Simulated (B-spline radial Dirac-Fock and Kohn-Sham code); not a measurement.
**L-shell conversion coefficients of Cr against transition energy**

Level of theory: a Dirac-Hartree-Slater potential of the neutral atom with a Latter tail (no hole, which puts coefficients of high multipoles low close above an edge), finite nucleus with surface currents; a B-spline atomic structure program. Subshells within 1 keV of threshold and pair formation are left out.

| energy (keV) | E1 | E2 | E3 | E4 | E5 | M5 |
| --- | --- | --- | --- | --- | --- | --- |
| 11.1 | 2.30 | 475 | 112000 | 1.74e+07 | 2.17e+09 | 4.80e+08 |
| 13.4 | 1.32 | 196 | 36000 | 4.68e+06 | 4.95e+08 | 1.10e+08 |
| 15.3 | 0.895 | 106 | 16200 | 1.86e+06 | 1.75e+08 | 3.91e+07 |
| 15.8 | 0.814 | 91.5 | 13400 | 1.48e+06 | 1.36e+08 | 3.04e+07 |
| 16.4 | 0.729 | 77.1 | 10700 | 1.14e+06 | 1.01e+08 | 2.28e+07 |
| 20 | 0.404 | 31.6 | 3300 | 287000 | 2.11e+07 | 4.98e+06 |
| 21.4 | 0.330 | 23.4 | 2220 | 179000 | 1.24e+07 | 2.97e+06 |
| 23.1 | 0.263 | 16.7 | 1420 | 105000 | 6.77e+06 | 1.67e+06 |
| 26.2 | 0.180 | 9.65 | 680 | 44100 | 2.51e+06 | 646000 |
| 27.3 | 0.159 | 8.08 | 536 | 33200 | 1.81e+06 | 475000 |
| 32.5 | 0.0939 | 3.84 | 198 | 10000 | 460000 | 130000 |
| 50 | 0.0253 | 0.637 | 18.0 | 544 | 15900 | 5710 |
| 68 | 0.00981 | 0.181 | 3.48 | 72.2 | 1510 | 658 |
| 100 | 0.00298 | 0.0384 | 0.475 | 6.26 | 85.4 | 48.2 |
| 120 | 0.00169 | 0.0186 | 0.190 | 2.04 | 22.9 | 14.6 |
| 200 | 0.000355 | 0.00251 | 0.0160 | 0.102 | 0.673 | 0.605 |
| 246 | 0.000191 | 0.00114 | 0.00609 | 0.0323 | 0.175 | 0.180 |
| 258 | 0.000166 | 0.000956 | 0.00490 | 0.0249 | 0.130 | 0.137 |
| 473 | 3.09e-05 | 0.000112 | 0.000367 | 0.00117 | 0.00372 | 0.00546 |
| 500 | 2.68e-05 | 9.39e-05 | 0.000295 | 0.000904 | 0.00277 | 0.00416 |
| 921 | 6.69e-06 | 1.62e-05 | 3.56e-05 | 7.62e-05 | 0.000162 | 0.000281 |
| 1000 | 5.69e-06 | 1.32e-05 | 2.79e-05 | 5.73e-05 | 0.000117 | 0.000203 |
| 1520 | 2.71e-06 | 5.18e-06 | 9.20e-06 | 1.59e-05 | 2.70e-05 | 4.53e-05 |
| 1630 | 2.42e-06 | 4.50e-06 | 7.79e-06 | 1.31e-05 | 2.18e-05 | 3.61e-05 |
| 1640 | 2.40e-06 | 4.44e-06 | 7.68e-06 | 1.29e-05 | 2.14e-05 | 3.54e-05 |
| 1760 | 2.15e-06 | 3.87e-06 | 6.54e-06 | 1.07e-05 | 1.73e-05 | 2.83e-05 |
| 1910 | 1.90e-06 | 3.32e-06 | 5.45e-06 | 8.70e-06 | 1.37e-05 | 2.20e-05 |
| 2000 | 1.77e-06 | 3.05e-06 | 4.93e-06 | 7.77e-06 | 1.20e-05 | 1.91e-05 |
| 2030 | 1.73e-06 | 2.96e-06 | 4.78e-06 | 7.49e-06 | 1.16e-05 | 1.83e-05 |

Task: How fast do they fall between 1910 and 2030 keV?

Result: As powers of the energy: E1 E^-1.48, E2 E^-1.84, E3 E^-2.16, E4 E^-2.47, E5 E^-2.78, M5 E^-3.00. Within one type (E or M) the higher multipoles fall faster.

Values without a named source are computed, but for edge energies of neutral atoms, which are taken from tables.
